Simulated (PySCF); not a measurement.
B2ClH2O, AlBH6OSi, AlH3NSi (calculated)

All values are calculated (PySCF 2.14.0). Calculation on a computer-drawn molecule: optimised geometry and harmonic frequencies of an isolated molecule of the commonest isotopes, restricted reference for singlets and unrestricted otherwise, frozen core in MP2.

Common to all runs: basis cc-pV(D+d)Z.

(1) B2ClH2O

Start structure:
```xyz
6
B2ClH2O
B     -1.7364    -2.3371     1.0854
O     -1.7629    -1.4174     2.2088
B     -1.7857    -0.6412     3.1571
Cl    -1.8157     0.3939     4.4217
H     -0.7484    -2.9775     0.9982
H     -2.7064    -2.3187     0.4126
```

- charge: 1
- multiplicity: 1
- method: MP2
- rotational constants: 212.8, 2.294, 2.269 GHz
- total energy: -585.1862 hartree
- convergence status largest gradient component: 1.148e-05 hartree/bohr

Drawn bonds:
| atom | other atom | order |
| --- | --- | --- |
| 1 | 2 | 1 |
| 2 | 3 | 1 |
| 3 | 4 | 1 |
| 1 | 5 | 1 |
| 1 | 6 | 1 |

Optimised structure:
```xyz
6
B2ClH2O
B     -1.7361    -2.3471     1.0731
O     -1.7627    -1.4205     2.2051
B     -1.7859    -0.6299     3.1709
Cl    -1.8162     0.4077     4.4385
H     -0.7375    -2.9872     0.9940
H     -2.7170    -2.3211     0.4021
```

Modes:
| frequency (cm⁻¹) | reduced mass (dalton) |
| --- | --- |
| 52.79 | 3.766 |
| 80.44 | 5.29 |
| 375.5 | 11.55 |
| 399.3 | 11.93 |
| 573.6 | 7.762 |
| 971.8 | 1.253 |
| 1012 | 10.61 |
| 1063 | 1.306 |
| 1236 | 1.105 |
| 1921 | 11.88 |
| 2739 | 1.037 |
| 2906 | 1.148 |

(2) AlBH6OSi

Start structure:
```xyz
10
AlBH6OSi
O     -0.3386     0.7417    -0.8713
B      0.2698    -0.1202     0.0650
Al     0.5806     1.8277     0.3824
Si    -0.1443    -2.0919    -0.1050
H     -0.8836     0.4654    -1.5728
H      1.6928     2.6312    -0.3723
H     -0.4488     2.7548     1.1203
H     -0.7898    -2.7499     0.9224
H     -0.8784    -2.2369    -1.3202
H      1.1580    -2.8943    -0.4000
```

* charge: 0
* multiplicity: 1
* method: HF
* rotational constants: 5.787, 2.163, 1.642 GHz
* total energy: -633.9001 hartree
* convergence status largest gradient component: 4.757e-05 hartree/bohr

Drawn bonds:
| atom | other atom | order |
| --- | --- | --- |
| 1 | 2 | 1 |
| 2 | 3 | 1 |
| 2 | 4 | 1 |
| 1 | 5 | 1 |
| 3 | 6 | 1 |
| 3 | 7 | 1 |
| 4 | 8 | 1 |
| 4 | 9 | 1 |
| 4 | 10 | 1 |

Optimised structure:
```xyz
10
AlBH6OSi
O     -0.9133     0.6153    -1.6770
B     -0.2107     0.1828    -0.5929
Al     0.6972     1.7706     0.5932
Si    -0.0684    -1.8388    -0.1830
H     -1.3128    -0.0679    -2.1971
H      2.1791     2.2711     0.3126
H     -0.0947     2.4730     1.7783
H     -0.5928    -2.1279     1.1785
H     -0.8212    -2.6819    -1.1564
H      1.3553    -2.2686    -0.2077
```

Modes:
| frequency (cm⁻¹) | reduced mass (dalton) |
| --- | --- |
| 54.19 | 1.014 |
| 81.02 | 1.09 |
| 116.4 | 3.823 |
| 229.2 | 3.542 |
| 243.6 | 1.739 |
| 379.9 | 5.535 |
| 433.9 | 1.168 |
| 531.8 | 1.58 |
| 635.5 | 1.331 |
| 652.7 | 1.548 |
| 723.9 | 1.304 |
| 768.9 | 2.347 |
| 854.7 | 1.182 |
| 991.5 | 1.124 |
| 1020 | 1.034 |
| 1021 | 1.036 |
| 1223 | 1.251 |
| 1314 | 10.52 |
| 1949 | 1.058 |
| 1956 | 1.027 |
| 2254 | 1.043 |
| 2276 | 1.05 |
| 2284 | 1.027 |
| 4115 | 1.067 |

(3) AlH3NSi

Start structure:
```xyz
6
AlH3NSi
Al    -0.5893     1.1197     0.2991
N      0.9102     1.9856     0.8624
Si     2.1117     2.8195     1.5567
H     -2.0659     1.1179     0.8555
H      2.0862     4.2116     1.8961
H      3.4633     2.2648     1.8582
```

- charge: 0
- multiplicity: 2
- method: HF
- spin squared: ?
- total energy: ?
- rotational constants: ?

Drawn bonds:
| atom | other atom | order |
| --- | --- | --- |
| 1 | 2 | 1 |
| 2 | 3 | 2 |
| 1 | 4 | 1 |
| 3 | 5 | 1 |
| 3 | 6 | 1 |

**Q.** AlH3NSi (entry 3): spin squared?
**A.** 0.7659

**Q.** What total energy does the calculation give for AlH3NSi (entry 3)?
**A.** -587.0194 hartree

**Q.** Give the missing rotational constants for AlH3NSi (entry 3).
**A.** 106.3, 2.948, 2.928 GHz

Further results for AlH3NSi (entry 3):

* convergence status largest gradient component: 6.397e-06 hartree/bohr

Optimised structure:
```xyz
6
AlH3NSi
Al    -0.5878     1.3811     0.1287
N      0.7869     2.1285     0.9247
Si     2.0550     2.8061     1.5356
H     -1.8126     0.8624     1.0136
H      2.2059     4.2555     1.7625
H      3.2688     2.0855     1.9629
```

Modes:
| frequency (cm⁻¹) | reduced mass (dalton) |
| --- | --- |
| 99.21 | 4.737 |
| 154.3 | 4.848 |
| 247.3 | 1.055 |
| 572.8 | 5.437 |
| 660.8 | 1.335 |
| 739.8 | 1.177 |
| 751.3 | 1.247 |
| 1094 | 1.057 |
| 1393 | 14.28 |
| 1880 | 1.044 |
| 2341 | 1.055 |
| 2349 | 1.03 |
